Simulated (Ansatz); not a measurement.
Geometry optimisation, Ansatz 0.2.0, UKS PBE/STO-3G.

Input:

```yaml
crystal:
  periodic: [false, false, false]
  atoms:
    - { symbol: C, position_ang: [-1.3915, 0.4897, 0.18] }
    - { symbol: C, position_ang: [-0.2837, -0.2785, -0.4054] }
    - { symbol: Al, position_ang: [0.2579, -1.7179, 0.847] }
    - { symbol: Si, position_ang: [1.2603, 0.8415, -0.7933] }
    - { symbol: Cl, position_ang: [1.8401, 1.8216, 0.9171] }
    - { symbol: H, position_ang: [-2.3115, -0.1129, 0.3526] }
    - { symbol: H, position_ang: [-1.123, 1.023, 1.1283] }
    - { symbol: H, position_ang: [-1.7132, 1.3357, -0.5613] }
    - { symbol: H, position_ang: [-0.79483, -1.88994, -0.26375] }
    - { symbol: H, position_ang: [1.4873, -2.6989, 0.4841] }
    - { symbol: H, position_ang: [-0.4438, -1.8684, 2.2968] }
    - { symbol: H, position_ang: [2.3051, 0.0249, -1.3119] }
    - { symbol: H, position_ang: [0.7387, 1.8505, -1.8138] }
magnetization:
  spin_polarized: true
basis:
  gaussian: { orbitals: STO-3G }
hamiltonian:
  xc: pbe
relax:
  f_tol: 0.02
  max_steps: 50
```

Run as:

```bash
$ ansatz run input.yaml --threads 1 --pin off --max-ram 2048MiB --backend cpu --events-out ev --progress --plain --runs-dir out
```

Where does it end, and by what steps?

It converged. The force dipped under the threshold on the way, but the program's further checks kept it going. Limits of this set-up: minimal basis. After 25 steps the energy has fallen by 5.715 eV; Cl5 moved furthest, 1.81 Å. Parted: Al3–H9 (1.54 → 2.59 Å). Joined: C2–H9 (1.70 → 1.11 Å), Al3–Cl5 (3.88 → 2.44 Å).

| step | energy less start (eV) | largest force component (eV/Å) | accepted |
| --- | --- | --- | --- |
| 0 | 0.0000 | 3.266 | yes |
| 1 | -2.0809 | 2.703 | yes |
| 2 | -3.1422 | 3.205 | yes |
| 3 | -4.0317 | 2.257 | yes |
| 4 | -4.6221 | 1.314 | yes |
| 5 | -4.9488 | 0.696 | yes |
| 6 | -5.1291 | 0.333 | yes |
| 7 | -5.1015 | 0.932 | no |
| 8 | -5.1829 | 0.201 | yes |
| 9 | -5.1926 | 0.129 | yes |
| 10 | -5.2119 | 0.133 | yes |
| 11 | -5.2362 | 0.230 | yes |
| 12 | -5.2923 | 0.287 | yes |
| 13 | -5.4014 | 0.380 | yes |
| 14 | -5.5525 | 0.265 | yes |
| 15 | -5.5723 | 0.691 | yes |
| 16 | -5.6322 | 0.386 | yes |
| 17 | -5.6558 | 0.443 | yes |
| 18 | -5.6769 | 0.311 | yes |
| 19 | -5.6929 | 0.413 | yes |
| 20 | -5.7017 | 0.264 | yes |
| 21 | -5.7110 | 0.032 | yes |
| 22 | -5.7129 | 0.014 | yes |
| 23 | -5.7136 | 0.092 | yes |
| 24 | -5.7142 | 0.054 | yes |
| 25 | -5.7146 | 0.019 | yes |

```xyz
13
Properties=species:S:1:pos:R:3
C -1.634 0.299 -0.016
C -0.287 -0.433 -0.305
Al 0.555 -1.291 1.265
Si 1.096 0.713 -0.809
Cl 2.480 0.136 0.804
H -2.398 -0.425 0.331
H -1.523 1.061 0.780
H -2.054 0.807 -0.908
H -0.450 -1.167 -1.117
H 1.129 -2.671 1.043
H 0.104 -0.794 2.619
H 1.871 0.434 -2.015
H 0.939 2.151 -0.614
```

Whether the end is a true minimum wasn't checked by a vibrational analysis.

Time of the run: 110 s on 1 thread of Intel(R) Xeon(R) Processor @ 2.70GHz, with other jobs on the host, peak memory 0.19 GiB.
